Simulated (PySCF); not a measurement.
PySCF input file for ethenylcyclopropane (C5H8), SMILES C(=C)C1CC1, TDDFT-PBE/def2-SVPD. The structure is a stationary point at B3LYP-D3(BJ)/def2-SVP. One conformer was computed; it need not be the lowest.

```python
import numpy as np
from pyscf import gto, scf, dft, tdscf

mol = gto.M(
    atom='''
    C     2.24574661    0.11727863    0.00000000
    C     1.00345687   -0.37776261   -0.00000001
    C    -0.23839160    0.42339190    0.00000002
    C    -1.45914206   -0.07726010    0.74947933
    C    -1.45914206   -0.07726006   -0.74947933
    H     2.43054726    1.19633046    0.00000003
    H     3.12087276   -0.53713445   -0.00000001
    H     0.86228468   -1.46697332   -0.00000004
    H    -0.08296105    1.50723153    0.00000004
    H    -1.37257918   -1.03669708    1.26796797
    H    -2.07037594    0.66180663    1.27450403
    H    -1.37257918   -1.03669700   -1.26796804
    H    -2.07037594    0.66180670   -1.27450399
    ''',
    basis='def2-SVPD',
    charge=0,
    spin=0,
    symmetry=True,
    max_memory=1600,
    verbose=4,
)
mf = dft.RKS(mol, xc='pbe').density_fit(auxbasis='def2-universal-jkfit')
mf.grids.level = 3
mf.conv_tol = 1e-9
mf.max_cycle = 100
mf.kernel()
mf.grids = dft.Grids(mol).set(level=1).build(with_non0tab=True)  # coarser grid for the response kernel
td = tdscf.TDDFT(mf)
td.singlet = True
td.nstates = 10
td.conv_tol = 1e-4
td.positive_eig_threshold = 1e-6
td.kernel(x0=td.get_init_guess(mf, 15))
td.analyze()
tt = tdscf.TDA(mf)
tt.singlet = False
tt.nstates = 4
tt.conv_tol = 1e-4
tt.positive_eig_threshold = 1e-6
tt.kernel(x0=tt.get_init_guess(mf, 9))
tt.analyze(verbose=3)
```

Output:

```
PySCF version 2.14.0

[INPUT] verbose = 4
[INPUT] num. atoms = 13
[INPUT] num. electrons = 38
[INPUT] charge = 0
[INPUT] spin (= nelec alpha-beta = 2S) = 0
[INPUT] symmetry True subgroup None
[INPUT] Mole.unit = angstrom
[INPUT] Symbol           X                Y                Z      unit          X                Y                Z       unit  Magmom
[INPUT]  1 C      2.245746610000   0.117278630000   0.000000000000 AA    4.243846038070   0.221624490964   0.000000000000 Bohr   0.0
[INPUT]  2 C      1.003456870000  -0.377762610000  -0.000000010000 AA    1.896258662113  -0.713867873001  -0.000000018897 Bohr   0.0
[INPUT]  3 C     -0.238391600000   0.423391900000   0.000000020000 AA   -0.450494834397   0.800094734359   0.000000037795 Bohr   0.0
[INPUT]  4 C     -1.459142060000  -0.077260100000   0.749479330000 AA   -2.757378870234  -0.146000429357   1.416310669723 Bohr   0.0
[INPUT]  5 C     -1.459142060000  -0.077260060000  -0.749479330000 AA   -2.757378870234  -0.146000353767  -1.416310669723 Bohr   0.0
[INPUT]  6 H      2.430547260000   1.196330460000   0.000000030000 AA    4.593068654212   2.260736923875   0.000000056692 Bohr   0.0
[INPUT]  7 H      3.120872760000  -0.537134450000  -0.000000010000 AA    5.897594786015  -1.015037002569  -0.000000018897 Bohr   0.0
[INPUT]  8 H      0.862284680000  -1.466973320000  -0.000000040000 AA    1.629481886608  -2.772177806844  -0.000000075589 Bohr   0.0
[INPUT]  9 H     -0.082961050000   1.507231530000   0.000000040000 AA   -0.156773663506   2.848254798009   0.000000075589 Bohr   0.0
[INPUT] 10 H     -1.372579180000  -1.036697080000   1.267967970000 AA   -2.593798734480  -1.959073555336   2.396112198021 Bohr   0.0
[INPUT] 11 H     -2.070375940000   0.661806630000   1.274504030000 AA   -3.912443501489   1.250633278121   2.408463561354 Bohr   0.0
[INPUT] 12 H     -1.372579180000  -1.036697000000  -1.267968040000 AA   -2.593798734480  -1.959073404158  -2.396112330302 Bohr   0.0
[INPUT] 13 H     -2.070375940000   0.661806700000  -1.274503990000 AA   -3.912443501489   1.250633410402  -2.408463485765 Bohr   0.0

nuclear repulsion = 162.445368170092
point group symmetry = Cs
symmetry origin: [-1.49188905e-09  1.49188905e-09  2.48648175e-09]
symmetry axis x: [ 1.00000000e+00  2.70942003e-10 -9.21843729e-10]
symmetry axis y: [-2.70941985e-10  1.00000000e+00  1.93770878e-08]
symmetry axis z: [ 9.21843735e-10 -1.93770879e-08  1.00000000e+00]
num. orbitals of irrep A' = 102
num. orbitals of irrep A" = 62
number of shells = 72
number of NR pGTOs = 230
number of NR cGTOs = 164
basis = def2-SVPD
ecp = {}


[settings echo left out]
init E= -195.145653509227
HOMO (A") = -0.299674446889084  LUMO (A") = -0.101437659199311  gap/eV = 5.39430
cycle= 1 E= -194.824628906519  delta_E= 0.321  |g|= 0.466  |ddm|=  6.1
HOMO (A") = -0.127192629314491  LUMO (A') = 0.0345600661845737  gap/eV = 4.40152
cycle= 2 E= -194.751094141529  delta_E= 0.0735  |g|= 0.696  |ddm|= 2.08
HOMO (A") = -0.213233055072965  LUMO (A") = -0.024741146102051  gap/eV = 5.12913
cycle= 3 E= -194.890433295771  delta_E= -0.139  |g|= 0.06  |ddm|= 1.29
HOMO (A") = -0.213981361251209  LUMO (A") = -0.0258864308602718  gap/eV = 5.11832
cycle= 4 E= -194.890622354866  delta_E= -0.000189  |g|= 0.0522  |ddm|= 0.233
HOMO (A") = -0.213455556030638  LUMO (A") = -0.0253648308420109  gap/eV = 5.11821
cycle= 5 E= -194.891345831706  delta_E= -0.000723  |g|= 0.0121  |ddm|= 0.0842
HOMO (A") = -0.213416765607957  LUMO (A") = -0.0250891852929556  gap/eV = 5.12465
cycle= 6 E= -194.89138072743  delta_E= -3.49e-05  |g|= 0.0042  |ddm|= 0.0232
HOMO (A") = -0.21347019117819  LUMO (A") = -0.0252583994885827  gap/eV = 5.12150
cycle= 7 E= -194.891385116001  delta_E= -4.39e-06  |g|= 0.000292  |ddm|= 0.00634
HOMO (A") = -0.213477430015665  LUMO (A") = -0.0252551013407842  gap/eV = 5.12179
cycle= 8 E= -194.891385137701  delta_E= -2.17e-08  |g|= 0.000105  |ddm|= 0.00141
HOMO (A") = -0.213475653182832  LUMO (A") = -0.0252528226680262  gap/eV = 5.12180
cycle= 9 E= -194.8913851403  delta_E= -2.6e-09  |g|= 4.44e-05  |ddm|= 0.000317
HOMO (A") = -0.213479512040653  LUMO (A") = -0.025257637827182  gap/eV = 5.12178
cycle= 10 E= -194.89138514082  delta_E= -5.2e-10  |g|= 1.33e-05  |ddm|= 0.00011
HOMO (A") = -0.213478300113056  LUMO (A") = -0.0252557814650447  gap/eV = 5.12180
Extra cycle  E= -194.89138514074  delta_E= 7.91e-11  |g|= 2.18e-05  |ddm|= 7.6e-05
converged SCF energy = -194.89138514074
tot grids = 45680
Overwritten attributes  positive_eig_threshold  of <class 'pyscf.tdscf.rks.CasidaTDDFT'>


******** <class 'pyscf.tdscf.rks.CasidaTDDFT'> for <class 'pyscf.df.df_jk.DFSymAdaptedRKS'> ********
nstates = 10 singlet
deg_eia_thresh = 1.000e-03
wfnsym = None
conv_tol = 0.0001
eigh lindep = 1e-12
eigh level_shift = 0
eigh max_cycle = 100


Excitation energies (eV)
[6.21318227 6.33671128 6.40357078 6.63422983 6.72677863 6.89191982
 7.52339508 7.65875607 7.72722483 7.84387562]

** Singlet excitation energies and oscillator strengths **
Excited State   1:   A"      6.21318 eV    199.55 nm  f=0.0182
      19 -> 21       -0.70670
Excited State   2:   A"      6.33671 eV    195.66 nm  f=0.0030
      19 -> 22       -0.70680
Excited State   3:   A'      6.40357 eV    193.62 nm  f=0.4289
      17 -> 20        0.22592
      19 -> 20       -0.64886
      19 -> 24       -0.12785
Excited State   4:   A"      6.63423 eV    186.89 nm  f=0.0108
      19 -> 23       -0.70007
Excited State   5:   A"      6.72678 eV    184.31 nm  f=0.0001
      18 -> 20       -0.69691
Excited State   6:   A'      6.89192 eV    179.90 nm  f=0.0049
      17 -> 20        0.11544
      19 -> 24        0.69034
Excited State   7:   A"      7.52340 eV    164.80 nm  f=0.0096
      16 -> 20        0.12723
      19 -> 25        0.69468
Excited State   8:   A"      7.65876 eV    161.89 nm  f=0.0008
      16 -> 20       -0.69170
      19 -> 25        0.12608
Excited State   9:   A'      7.72722 eV    160.45 nm  f=0.0003
      18 -> 21       -0.70191
Excited State  10:   A'      7.84388 eV    158.06 nm  f=0.0017
      18 -> 22       -0.70174

** Transition electric dipole moments (AU) **
state          X           Y           Z        Dip. S.      Osc.
  1        -0.0000     -0.0000      0.3458      0.1196      0.0182
  2         0.0000      0.0000      0.1396      0.0195      0.0030
  3         1.6414      0.1996     -0.0000      2.7340      0.4289
  4         0.0000      0.0000     -0.2577      0.0664      0.0108
  5         0.0000      0.0000      0.0274      0.0008      0.0001
  6         0.1691     -0.0240     -0.0000      0.0292      0.0049
  7        -0.0000     -0.0000      0.2278      0.0519      0.0096
  8        -0.0000     -0.0000      0.0654      0.0043      0.0008
  9         0.0196      0.0319      0.0000      0.0014      0.0003
 10        -0.0159      0.0939     -0.0000      0.0091      0.0017

** Transition velocity dipole moments (imaginary part, AU) **
state          X           Y           Z        Dip. S.      Osc.
  1        -0.0000     -0.0000      0.0830      0.0069      0.0201
  2         0.0000     -0.0000      0.0360      0.0013      0.0037
  3         0.3838      0.0486     -0.0000      0.1496      0.4239
  4         0.0000      0.0000     -0.0804      0.0065      0.0177
  5        -0.0000     -0.0000      0.0019      0.0000      0.0000
  6         0.0404     -0.0081     -0.0000      0.0017      0.0045
  7         0.0000     -0.0000      0.0701      0.0049      0.0118
  8        -0.0000     -0.0000      0.0201      0.0004      0.0010
  9         0.0114      0.0113      0.0000      0.0003      0.0006
 10         0.0022      0.0313      0.0000      0.0010      0.0023

** Transition magnetic dipole moments (imaginary part, AU) **
state          X           Y           Z
  1         0.1260      0.3866      0.0000
  2        -0.0886      0.0817     -0.0000
  3        -0.0000      0.0000     -0.3421
  4        -0.1105     -0.4765     -0.0000
  5         0.0752     -0.4128      0.0000
  6        -0.0000     -0.0000     -0.1086
  7        -0.4492      0.0393      0.0000
  8         1.0379      0.3255      0.0000
  9        -0.0000      0.0000     -0.1632
 10         0.0000     -0.0000     -0.2006
Overwritten attributes  positive_eig_threshold  of <class 'pyscf.tdscf.rks.TDA'>


******** <class 'pyscf.tdscf.rks.TDA'> for <class 'pyscf.df.df_jk.DFSymAdaptedRKS'> ********
nstates = 4 triplet
deg_eia_thresh = 1.000e-03
wfnsym = None
conv_tol = 0.0001
eigh lindep = 1e-12
eigh level_shift = 0
eigh max_cycle = 100


Excitation energies (eV)
[4.24600905 6.14006955 6.25464741 6.47488223]

** Triplet excitation energies and oscillator strengths **
Excited State   1:   A'      4.24601 eV    292.00 nm  f=0.0000
Excited State   2:   A"      6.14007 eV    201.93 nm  f=0.0000
Excited State   3:   A"      6.25465 eV    198.23 nm  f=0.0000
Excited State   4:   A"      6.47488 eV    191.48 nm  f=0.0000
```

The run converged.

Cost: very roughly 90 core-seconds.
